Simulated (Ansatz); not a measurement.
Input file for Ansatz (a program for electronic structure): R-B3LYP/def2-TZVPP on CH5GaO (SMILES C[O][GaH2]), a point of a torsion scan.

Ansatz 0.2 input:
```yaml
crystal:
  periodic: [false, false, false]
  atoms:
    - {symbol: C, position_ang: [1.36164358, 0.08510903, 0.06246125]}
    - {symbol: O, position_ang: [0.08994685, -0.07315398, -0.53720442]}
    - {symbol: Ga, position_ang: [-1.33415313, -0.18168199, -1.44885266]}
    - {symbol: H, position_ang: [1.97293559, 0.78293348, -0.51284993]}
    - {symbol: H, position_ang: [1.24032140, 0.46931845, 1.07749151]}
    - {symbol: H, position_ang: [1.86952715, -0.88101209, 0.10562775]}
    - {symbol: H, position_ang: [-1.33794999, 0.20548821, -2.94938878]}
    - {symbol: H, position_ang: [-2.54273793, -0.68338319, -0.63704005]}
basis:
  gaussian:
    orbitals: def2-TZVPP
hamiltonian:
  xc: {name: B3LYP}
scf: {lower_state_search: off}
```

Program output:

```
WARN ansatz: RAYON_NUM_THREADS=1 ignored (pool sized by the plan → 1); use --threads N
Functional definition: B3LYP
these checks for a lower state are left out or cut short: stability, starts, cluster_reference, orbital_swaps, neighbouring_geometries, increment
integrals: 0.08 GiB planned
1029 factors; their error is unknown
mean field: 0.78 GiB planned
mean field evaluation 1: about -55538.2919 eV, gradient 6.6e1 eV
mean field evaluation 2: about -55496.6538 eV, gradient 1.5e2 eV
mean field evaluation 4: about -55545.7703 eV, gradient 1.1e1 eV
mean field evaluation 8: about -55545.9339 eV, gradient 1.5e-1 eV
mean field evaluation 16: about -55546.0782 eV, gradient 2.0e-5 eV
mean field -55546.07816659 eV, -2041.2807221380 hartree, gradient 5.4e-6 eV, S^2 0.000000; 0 other end points of the search recorded, 0 dependent functions left out
reference -55546.07844170 eV, -2041.2807322482 hartree; 25, 25 occupied and 155, 155 virtual orbitals, 1029 factors
Total energy: -55546.07844170 eV, -2041.2807322482 hartree
Checks for a lower state left out: stability, starts, cluster_reference, orbital_swaps, neighbouring_geometries, increment
```

Self-consistency was reached.

Cost: roughly 3 core-seconds.
